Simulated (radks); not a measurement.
Results of a calculation; reference values are marked as such.
Task: The mean radii <r> (bohr) of the occupied orbitals of an atom or ion are listed with their occupations. Code: a radial shooting solver on a logarithmic mesh with Libxc functionals. Model: Dirac Kohn-Sham, revPBE, spin-unpolarised, spherical densities, finite nucleus; Fermi nuclear charge, rms radius of each element as measured or else 0.836 A^(1/3) + 0.57 fm.

orbital  occ.      <r>
1s1/2       2  0.03185
2s1/2       2   0.1380
2p1/2       2   0.1171
2p3/2       4   0.1221
3s1/2       2   0.3789
3p1/2       2   0.3710
3p3/2       4   0.3818
3d3/2       4   0.3553
3d5/2       6   0.3588
4s1/2       2   0.9326
4p1/2       2   0.9944
4p3/2       4    1.022
4d3/2     2.4    1.243
4d5/2     3.6    1.254

Name the element and its charge. Open shells, if any, are shared by 2j + 1.

Result: Z = 46, palladium, charge +4: Pd4+ in [Kr] 4d6. The 1s radius gives Z: for a bare nucleus <r> = (2 gamma + 1)/(2Z) with gamma = sqrt(1 - (Z/c)^2), 0.03135 bohr for Z = 46, and screening makes it slightly larger (0.03185 here). The occupations add up to 42, and the charge is Z minus that.
